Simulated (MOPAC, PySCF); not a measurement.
H4FGaN2, SMILES `[NH2][Ga]([NH2])[F]`, neutral singlet in the gas phase. 

Z-matrix (Å, degrees):
```
Ga
F 1 1.7581
N 1 1.8052 2 115.42
H 3 1.0056 1 122.19 2 -164.95
H 3 1.0062 4 111.71 1 -151.40
N 1 1.8052 2 115.42 3 173.76
H 6 1.0056 1 122.19 2 164.95
H 6 1.0062 7 111.71 1 151.40
```
Charge 0, spin multiplicity 1.

All levels are single points at this geometry (PBE0-D4/def2-TZVP); Pople sets use spherical d functions. Orbital energies aren't observables, and empty levels follow the basis.

BP86/6-31G* in PySCF gives dipole (D) = 3.06.

Problem. Estimate the dipole (D) from each of these levels: PBE0-D4/def2-TZVP in PySCF; B3LYP/3-21G in PySCF; B3LYP/6-311+G** (LANL2DZ on Ga) in PySCF; PM6 in MOPAC; PM7 in MOPAC.

Solution. 
```csv
level,dipole (D)
PBE0-D4/def2-TZVP in PySCF,3.13
B3LYP/3-21G in PySCF,3.26
B3LYP/6-311+G** (LANL2DZ on Ga) in PySCF,3.40
PM6 in MOPAC,3.74
PM7 in MOPAC,3.79
```
